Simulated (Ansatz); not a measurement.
Species: AlH3, charge 1, doublet. AlH3+ (parent SMILES [AlH3], doublet).
B3LYP-D3(BJ)/def2-TZVP minimum from Ansatz (a quantum-chemistry and plane-wave program):
```
Al
H 1 1.5437
H 1 1.6724 2 146.81
H 1 1.6724 2 146.81 3 -180.00
```
Charge +1, spin multiplicity 2.

Total energies in cc-pV(Q+d)Z, 5 correlated electrons, 5 frozen orbitals. UHF or UKS for unpaired electrons; spin-orbit terms are left out. Correlated methods leave the cores frozen. No relativity. The UHF reference of H3Al+ (parent SMILES [AlH3], doublet) is spin-contaminated (<S^2> up to 0.04 over the pure value in the sets run). The spin of H3Al+ (parent SMILES [AlH3], doublet) was assumed, and the state is the lowest solution found for it.

```csv
method,program,energy (Eh),minus CCSDT(Q) (mEh)
HF,Ansatz,-243.28943,95.75
MP2,Ansatz,-243.36258,22.60
CCSD,Ansatz,-243.38314,2.05
CCSD(T),Ansatz,-243.38465,0.53
CCSDT(Q),Ansatz,-243.38518,0.00
```
